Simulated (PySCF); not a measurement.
CH2GaNO. Atoms are numbered in the order given.

```xyz
6

Ga     0.0000     0.0000    -1.1716
H      0.0000     1.4016    -1.8442
H      0.0000    -1.4016    -1.8442
N      0.0000     0.0000     0.6589
C      0.0000     0.0000     1.8582
O      0.0000     0.0000     3.0308
```
Charge 0, spin multiplicity 1.

Geometry: ωB97X-D3(BJ)/def2-SVP.

Level of theory: HF/def2-TZVPD run with PySCF.

Mulliken values depend strongly on the basis, most of all with diffuse functions as here. ESP charges are fitted to the potential on shells at 1.4 to 2.0 van der Waals radii. Atomic charges (e):

```tsv
atom	meta-Löwdin	ESP fit	Mulliken
Ga1	0.66	?	0.64
H2	-0.12	-0.25	-0.21
H3	-0.12	-0.25	-0.21
N4	-0.58	-0.63	-0.53
C5	0.63	?	0.86
O6	-0.47	?	-0.55
```

Complete the blanks. (Estimate from the structure and the level; the computed values follow.)


- Ga1, ESP fit: 0.93
- C5, ESP fit: 0.64
- O6, ESP fit: -0.44
